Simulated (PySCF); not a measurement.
Predicted microwave data (PBE0-D3(BJ)/def2-SVP geometry optimisation, gas phase in PySCF) for one isomer of C2H6Se:

- Rotational constants: A = 11432, B = 6871, C = 4544 MHz
- Dipole components: |μa| = 0.00 D, |μb| = 1.45 D, |μc| = 0.00 D
- Inertial defect: -6.54 u·Å²
- κ: -0.32

**Question.** Which candidate fits, each taken in the one conformer that was computed?
A. `C[Se]C`
B. `[CH3:1][CH2:2][SeH:3]` with C1–C2–Se3–H -64°

**Answer.** A. It is C[Se]C, an asymmetric top, point group C2v. The candidates at the same level (rigid rotor, commonest isotopes):

```tsv
SMILES	A (MHz)	B (MHz)	C (MHz)	μa (D)	μb (D)	μc (D)	Δ (u·Å²)	point group	rotor
C[Se]C	11432	6871	4544	0.00	1.45	0.00	-6.54	C2v	asymmetric top
CC[SeH]	27538	3608	3395	1.41	0.14	0.53	-9.55	–	near-prolate asymmetric top
```

`CC[SeH]` has A 141 % too high. In the right answer the symmetry axis of this C2v structure is b, so μa and μc vanish by symmetry. No structure here is proved a minimum.
